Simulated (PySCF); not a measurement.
Atom-mapped SMILES (the numbers label the heavy atoms): `[CH2:1]=[C:2]1[CH2:3][CH2:4]/[C:5]1=[CH:6]/[CH3:7]`; H(Xn) means a hydrogen on atom n. Ha(C1) is cis to C3; Hb(C1) is trans to C3.

PySCF 2.14 calculation with GFN2-xTB structure and GIAO PBE0/pcSseg-1 shieldings; non-relativistic, single conformer, fast rotation and ring inversion assumed for equivalent nuclei, isolated molecule.

References, each an isolated molecule treated in the same way: 13C and 1H against TMS.

| atoms | nucleus | count | δ (ppm) |
| --- | --- | --- | --- |
| C6 | 13C | 1 | ? |
| H(C4) | 1H | 2 | 2.59 |
| C4 | 13C | 1 | 27.8 |
| C1 | 13C | 1 | 113.8 |
| H(C3) | 1H | 2 | ? |
| Hb(C1) | 1H | 1 | ? |
| C5 | 13C | 1 | 144.5 |
| C2 | 13C | 1 | 155.4 |
| C3 | 13C | 1 | 28.2 |
| H(C7) | 1H | 3 | 1.98 |
| C7 | 13C | 1 | 18.2 |
| Ha(C1) | 1H | 1 | 5.25 |
| H(C6) | 1H | 1 | ? |

Estimate the values marked ?.

Answers


- C6: 130.7 ppm, alkene CH; as expected for a trigonal carbon in a double bond
- H(C6): 5.61 ppm, hydrogen on an alkene CH; olefinic region
- Hb(C1): 5.55 ppm, hydrogen on a terminal =CH2 carbon; attached to an sp2 carbon and in the plane of the double bond
- H(C3): 2.59 ppm, hydrogen on an allylic sp3 CH2; allylic position

Shifts are as computed. Against solution values, carbons near 30 ppm lie about +3 ppm off and those near 130 ppm about +5 ppm. Of 1211 compounds with measured shifts, 218 miss one by over three times the rms of a fit or turn the order of signals round; such compounds aren't used in these exercises.
